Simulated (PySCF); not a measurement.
**Two-component Hartree-Fock for Ir (iridium, neutral)**

Start: [Xe] 4f14 5d8 6s1; 5d3/2 filled at m_j = -1/2, +1/2, +3/2; 5d5/2 filled at m_j = -3/2, -1/2, +1/2, +3/2, +5/2; 6s1/2 filled at m_j = +1/2. Calculated with PySCF 2.14 in x2c-SVPall-2c with one added diffuse shell each of s, d type (8s9p10d2f, 99 functions): generalised Hartree-Fock with the X2C-1e Hamiltonian and a Gaussian nucleus; one run each with spin-orbit coupling (SO) switched off, then screened by Boettger's factors. This is a chosen level, not necessarily the ground level.

```
spinor shell  electrons  ε, spin-free (eV)  ε, screened SO (eV)  weight of nominal j (screened SO)  rms radius, screened SO (bohr)
       1s1/2          2           -76526.8             -76500.2                              1.000                          0.0197
       2s1/2          2           -13532.8             -13524.4                              1.000                          0.0796
       2p1/2          2           -11765.3             -12933.6                              1.000                          0.0675
       2p3/2          4           -11765.3             -11300.1                              1.000                          0.0752
       3s1/2          2            -3229.1              -3226.3                              1.000                           0.203
       3p1/2          2            -2703.7              -2962.2                              1.000                           0.195
       3p3/2          4            -2703.7              -2598.6                              1.000                           0.210
       3d3/2          4            -2116.8              -2161.4                              1.000                           0.186
       3d5/2          6            -2116.8              -2084.3                              1.000                           0.189
       4s1/2          2            -721.52              -720.60                              1.000                           0.450
       4p1/2          2            -546.16              -607.85                              1.000                           0.456
       4p3/2          4            -546.16              -520.83                              1.000                           0.489
       4d3/2          4            -326.15              -335.40                              1.000                           0.508
       4d5/2          6            -326.15              -318.96                              1.000                           0.519
       5s1/2          2            -112.49              -112.30                              1.000                            1.06
       4f5/2          6            -79.398              -80.782                              0.998                           0.586
       4f7/2          8            -79.398              -77.572                              0.999                           0.588
       5p1/2          2            -64.578              -74.914                              0.994                            1.19
       5p3/2          4            -64.578              -60.070                              0.997                            1.24
       5d5/2          5            -10.417              -10.035                              0.704                            1.95
       5d3/2          3            -10.417              -11.168                              0.808                            1.89
       6s1/2          1             -7.969               -7.979                              0.993                            3.37
```

| quantity | spin-free | screened SO |
| --- | --- | --- |
| E (hartree) | -17813.35672 | -17837.88664 |
| M_J | 9/2 | 9/2 |
| ⟨J²⟩ | 24.759 | 24.763 |
| ⟨L²⟩ | 12.007 | 12.346 |
| ⟨S²⟩ | 3.752 | 3.802 |

Each row is a mean over spinors that exchange with the open shell spreads, by up to 5.879 eV (5p3/2).

Rows whose weight is well below 1 are mixtures of j = l ± 1/2: exchange outweighs spin-orbit coupling there, and the label is only the starting occupation.

Breit and QED terms are absent; they matter most for the inner s and p1/2 levels.

Densities and radii are taken from the X2C orbitals without a picture-change correction, which distorts them close to the nucleus.

Without spin-orbit coupling the j labels of p, d and f shells carry no meaning; the spin-free column gives the mean over the occupied spinors of each nl shell.
